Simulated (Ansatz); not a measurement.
`C[CH](C)[Al]([OH])[OH]`, charge 0, multiplicity 1.

Question: Give a relaxed structure at PBE0-D4/def2-TZVP (Ansatz 0.2.0). (Best estimate.)

Answer: The calculation gave: 
Z-matrix (Å, degrees):
```
C
C 1 1.530
H 1 1.094 2 112.5
H 1 1.097 2 110.9 3 120.1
H 1 1.094 2 111.5 3 -120.6
C 2 1.531 1 110.4 3 -174.6
Al 2 1.955 1 112.0 3 60.8
H 2 1.097 1 108.4 3 -56.4
H 6 1.097 2 110.9 1 55.4
H 6 1.094 2 112.5 1 175.4
H 6 1.094 2 111.5 1 -63.6
O 7 1.699 2 119.7 1 -127.9
O 7 1.699 2 117.7 1 52.7
H 12 0.955 7 125.5 2 -179.0
H 13 0.954 7 125.9 2 179.1
```
This is one stationary point; other conformers may exist.
